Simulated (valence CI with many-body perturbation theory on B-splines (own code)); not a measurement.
## Energy levels of La

Method: configuration interaction combined with many-body perturbation theory (CI+MBPT): three valence electrons over a frozen Dirac-Fock core [Xe], radial functions for each j: 7 s, 7 p, 7 d, 7 f, 4 g, 2 h, with the one-electron correlation potential Σ1, the two-electron term Σ2, the three-electron term Σ3, Breit, model QED; selected CI, second order for the rest, scaled by the run's own slope (own B-spline code, finite nucleus).

Against 62 measured levels this calculation errs by 609 cm⁻¹ on average and by 1408 at most. These come from a selection out of the NIST Handbook of Basic Atomic Spectroscopic Data. Levels without a partner in it may be off by more, other configurations by several thousand cm⁻¹. 6 measured levels below the end of the list, from 15197 cm⁻¹ on, found no clear computed partner.

Levels 91 to 135 of 215, with energies above the lowest level, 5d6s² ²D_3/2. "Leading %" is the weight of the configuration and term that name the level; weights of strongly mixed levels are sums over their largest components and can fall short. In the jj column 3d3/2^4 stands for four electrons in 3d with j = 3/2. Lifetimes count E1, E2, E3, M1 and M2 decay at the calculated energies, and are blank where another channel may lead or the interval is too uncertain; long ones can be off by a factor of two.

```tsv
No.	Configuration	Term	J	E (cm⁻¹)	Leading %	Lifetime	Second component	Leading jj
91	5d²6p	⁴D°	7/2	24856	36	12.9 ns	16 % 5d²6p ²F°	5d5/2^2 6p3/2 (32 %)
92	5d³	²D	3/2	24878	75		5 % 5d6p² ²D	5d3/2 5d5/2^2 (64 %)
93	4f5d6s	⁴H°	11/2	24924	37	195 ns	19 % 5d5f6s ⁴H°	4f5/2 5d5/2 6s (40 %)
94	4f5d6s	⁴F°	3/2	24997	35	24.3 ns	15 % 5d5f6s ⁴F°	4f5/2 5d5/2 6s (17 %)
95	5d²6p	²H°	9/2	25014	36	86.6 ns	22 % 4f5d6s ⁴H°	4f7/2 5d3/2 6s (18 %)
96	5d²6p	⁴P°	1/2	25128	72	16.1 ns	9 % 4f5d6s ⁴P°	5d3/2 5d5/2 6p3/2 (44 %)
97	4f5d6s	⁴F°	5/2	25201	41	21.0 ns	19 % 5d5f6s ⁴F°	4f5/2 5d5/2 6s (24 %)
98	5d²6p	⁴P°	3/2	25295	68	15.9 ns	7 % 4f5d6s ⁴P°	5d3/2 5d5/2 6p3/2 (26 %)
99	4f5d6s	⁴F°	7/2	25642	45	20.2 ns	26 % 5d5f6s ⁴F°	4f5/2 5d5/2 6s (27 %)
100	5d6s6p	²P°	1/2	25659	39	9.40 ns	21 % 6s²6p ²P°	5d5/2 6s 6p3/2 (27 %)
101	5d²6p	²H°	11/2	25740	47	60.3 ns	16 % 4f5d6s ⁴H°	5d3/2 5d5/2 6p3/2 (35 %)
102	5d²6p	⁴P°	5/2	26019	64	15.5 ns		5d3/2 5d5/2 6p3/2 (32 %)
103	5d6s6p	²P°	3/2	26043	29	10.9 ns	20 % 6s²6p ²P°	5d5/2 6s 6p3/2 (22 %)
104	4f5d6s	⁴H°	13/2	26131	44	250 ms	42 % 5d5f6s ⁴H°	4f7/2 5d5/2 6s (44 %)
105	4f5d6s	⁴F°	9/2	26296	35	19.8 ns	30 % 5d5f6s ⁴F°	4f7/2 5d5/2 6s (20 %)
106	5d²6p	²G°	7/2	26804	50	15.6 ns	10 % 4f5d6s ²G°	5d3/2 5d5/2 6p1/2 (23 %)
107	5d²6p	²P°	3/2	26848	68	16.2 ns	12 % 5d6s6p ²P°	5d3/2 5d5/2 6p3/2 (25 %)
108	4f5d6s	²H°	9/2	26870	34	96.3 ns	24 % 5d²6p ²H°	4f5/2 5d5/2 6s (22 %)
109	5d²6p	²F°	5/2	27318	40	15.6 ns	27 % 5d6s6p ²F°	5d5/2^2 6p1/2 (18 %)
110	5d²6p	²G°	9/2	27344	53	15.2 ns	10 % 4f5d6s ²G°	5d3/2 5d5/2 6p3/2 (35 %)
111	5d²6p	²P°	1/2	27382	66	21.1 ns	11 % 5d6s6p ²P°	5d5/2^2 6p3/2 (46 %)
112	4f5d6s	²F°	5/2	27635	26	11.3 ns	12 % 5d5f6s ²F°	4f5/2 5d5/2 6s (16 %)
113	5d²6p	²D°	3/2	27702	24	5.99 ns	18 % 5d6s6p ²D°	5d3/2 5d5/2 6p3/2 (23 %)
114	4f5d6s	⁴G°	5/2	27940	49	15.7 ns	18 % 5d5f6s ⁴G°	4f5/2 5d3/2 6s (46 %)
115	5d²6p	²F°	7/2	27984	44	12.3 ns	29 % 5d6s6p ²F°	5d5/2^2 6p3/2 (25 %)
116	4f5d6s	²H°	11/2	28243	29	114 ns	26 % 5d5f6s ²H°	4f7/2 5d5/2 6s (25 %)
117	5d²6p	²D°	5/2	28350	29	6.79 ns	14 % 5d6s6p ²D°	5d5/2^2 6p3/2 (19 %)
118	4f5d6s	⁴G°	7/2	28353	41	16.3 ns	19 % 5d5f6s ⁴G°	4f5/2 5d3/2 6s (30 %)
119	4f5d6s	²F°	7/2	28696	25	16.8 ns	22 % 5d5f6s ²F°	5d5/2 5f7/2 6s (17 %)
120	4f5d6s	⁴G°	9/2	29087	40	15.4 ns	27 % 5d5f6s ⁴G°	4f7/2 5d3/2 6s (19 %)
121	5d²7s	⁴F	3/2	29129	77	23.3 ns	9 % 5d²7s ²D	5d3/2^2 7s (78 %)
122	4f5d6s	²D°	3/2	29163	26	12.4 ns	19 % 5d²6p ²D°	4f5/2 5d5/2 6s (20 %)
123	4f6s6p	⁴F	3/2	29216	49	110 ns	20 % 5f6s6p ⁴F	4f5/2 6s 6p1/2 (32 %)
124	5d²7s	⁴F	5/2	29262	30	30.6 ns	16 % 5d²7s ²F	5d3/2^2 7s (52 %)
125	4f6s6p	⁴F	5/2	29288	23	57.0 ns	14 % 5d²7s ⁴F	4f5/2 6s 6p1/2 (28 %)
126	4f6s6p	²F	7/2	29583	30	191 ns	18 % 4f6s6p ⁴F	4f5/2 6s 6p1/2 (28 %)
127	4f5d6s	⁴D°	1/2	29671	45	15.3 ns	16 % 5d5f6s ⁴D°	4f5/2 5d5/2 6s (27 %)
128	5d²6p	²D°	5/2	29766	18	8.74 ns	13 % 5d6s6p ²D°	5d3/2 5d5/2 6p3/2 (14 %)
129	4f5d6s	²P°	1/2	29780	27	11.8 ns	10 % 5d5f6s ²P°	4f5/2 5d5/2 6s (18 %)
130	4f5d6s	⁴G°	11/2	29837	36	14.8 ns	34 % 5d5f6s ⁴G°	4f7/2 5d5/2 6s (27 %)
131	4f5d6s	⁴D°	3/2	29980	41	16.3 ns	19 % 5d5f6s ⁴D°	4f5/2 5d5/2 6s (21 %)
132	4f5d6s	²G°	7/2	30002	29	19.5 ns	14 % 5d5f6s ²G°	4f5/2 5d5/2 6s (16 %)
133	5d6s7s	⁴D	1/2	30042	81	13.7 ns		5d3/2 6s 7s (81 %)
134	5d6s7s	⁴D	5/2	30071	22	21.9 ns	16 % 5d²7s ⁴F	5d3/2 6s 7s (36 %)
135	5d6s7s	⁴D	3/2	30078	60	14.9 ns	7 % 5d6s7s ²D	5d3/2 6s 7s (69 %)
```

Names give the largest LS component (configuration and term), which can be under half, so a name can repeat, a term be missing and a line seem to break the LS rules; names also repeat where a configuration has a term twice.

Where two levels of one J and parity lie close, their mixing, g and order are uncertain.
